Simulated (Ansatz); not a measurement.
Mulliken charges of CH4ClInO2 (`O[CH2][In]([OH])[Cl]`) from PBE/def2-TZVPP in Ansatz (PBE0-D4/def2-TZVP geometry).

```tsv
atom	x (Å)	y (Å)	z (Å)	charge (e)
O1	1.417	-0.529	-1.428	-0.270
C2	0.893	-1.019	-0.230	-0.182
In3	-0.719	0.275	0.422	0.677
O4	-2.451	0.312	1.353	-0.445
Cl5	-0.105	2.446	-0.329	-0.418
H6	1.638	0.404	-1.328	0.204
H7	1.631	-1.067	0.579	0.121
H8	0.511	-2.023	-0.412	0.126
H9	-2.815	1.202	1.373	0.188
```

By hand: the dipole of these point charges (1 e Å = 4.8032 D).

Σ q r = (0.169, -0.722, 0.254) e Å, of length 0.784 e Å = 3.77 D.

How does the dipole of the full density compare? (An estimate is asked.)

Computed: (0.150, -0.346, 0.204) e Å, 2.06 D; the point charges give 1.83 times that, at 13° from its direction.

Point charges leave out the atoms' own dipoles, such as those of lone pairs, and Mulliken's split depends on the basis, so the two needn't agree.
